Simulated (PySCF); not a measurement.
**Substituent chemical shifts**

Parent skeleton `[CH:1]1=[CH:2][CH2:3][SiH2:4][CH2:5]1`; one hydrogen on atom 3 is replaced by X. Hydrogens on one atom are averaged.

PySCF calculation with PBE0-D3(BJ)/def2-SVP structure and PBE0/pcSseg-1 with gauge-including orbitals; single conformer, non-relativistic, no solvent.

δ = σ(ref) − σ, references computed at the same level: $^{13}$C (σref 184.41), $^{29}$Si (σref 351.99), $^{1}$H (σref 31.27) against TMS.

Parent (X = H): C1 140.9, C2 140.9, C3 14.7, Si4 -28.2, C5 14.7, H(C1) 6.08, H(C2) 6.08, H(C3) 1.67, H(Si4) 4.30 ppm. Effects are Δδ = δ(X) − δ(H), positive for deshielding.

Known members:
| X | C1 | C2 | C3 | Si4 | C5 | H(C1) | H(C2) | H(C3) | H(Si4) |
| --- | --- | --- | --- | --- | --- | --- | --- | --- | --- |
| OC2H5 | -0.1 | +4.0 | +62.4 | -0.7 | -0.8 | -0.01 | +0.22 | +2.46 | -0.01 |
| CCl3 | +6.9 | -0.7 | +46.4 | +7.1 | +0.2 | +0.30 | +0.13 | +1.58 | +0.22 |
| 2-thienyl | +1.3 | +2.9 | +18.6 | +13.8 | +0.2 | +0.18 | +0.00 | +1.86 | -0.03 |
| CH2CN | +1.1 | +2.7 | +12.3 | +9.0 | +0.4 | +0.10 | +0.31 | +0.58 | -0.11 |

Four more derivatives gave (Δδ, ppm):
```csv
compound,C1,C2,C3,Si4,C5,H(C1),H(C2),H(C3),H(Si4)
1,+2.7,+0.0,+17.2,+7.3,-0.1,+0.18,+0.04,+1.87,-0.03
2,+0.4,+3.3,+30.1,-1.0,+0.0,+0.04,+0.07,+0.26,+0.02
3,+3.6,-2.4,+24.0,+2.0,+0.5,+0.15,-0.06,+1.01,+0.00
4,-0.3,+5.6,+56.7,+3.7,+0.0,-0.01,+0.24,+2.77,+0.04
```

Their substituents are 2-furyl, CHF2, OSiH3, tBu. Which is which?

Results:

1: X = 2-furyl (C1=C[C@H](c2ccco2)[SiH2]C1); 2: X = tBu (CC(C)(C)[C@H]1C=CC[SiH2]1); 3: X = CHF2 (FC(F)[C@H]1C=CC[SiH2]1); 4: X = OSiH3 ([SiH3]O[C@@H]1C=CC[SiH2]1).
